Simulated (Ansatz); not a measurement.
Mulliken charges of `[OH][Hf]([OH])([OH])[SeH]` from B3LYP/def2-TZVPP in Ansatz (PBE0-D4/def2-TZVP geometry).

```
atom   x (Å)   y (Å)   z (Å)  charge (e)
  O1  -0.230   1.006  -1.569      -0.430
 Hf2   0.155  -0.041  -0.009       1.026
  O3   2.023  -0.415   0.183      -0.427
  O4  -0.886  -1.653  -0.071      -0.432
 Se5  -0.453   1.321   2.142      -0.310
  H6  -0.607   1.279  -2.398       0.177
  H7   2.952  -0.448  -0.021       0.180
  H8  -1.128  -2.557   0.099       0.179
  H9  -1.825   1.509   1.644       0.038
```

Question: By hand: the dipole of these point charges (1 e Å = 4.8032 D).

Answer: Σ q r = (0.070, -0.247, -0.394) e Å, of length 0.470 e Å = 2.26 D.

Question: How does the dipole of the full density compare? (An estimate is asked.)

Answer: Computed: (0.125, -0.388, -0.608) e Å, 3.52 D; the point charges give 0.64 times that, at 1° from its direction.

Point charges leave out the atoms' own dipoles, such as those of lone pairs, and Mulliken's split depends on the basis, so the two needn't agree.

B3LYP here is the variant with VWN-RPA as its local correlation; programs differ in this.
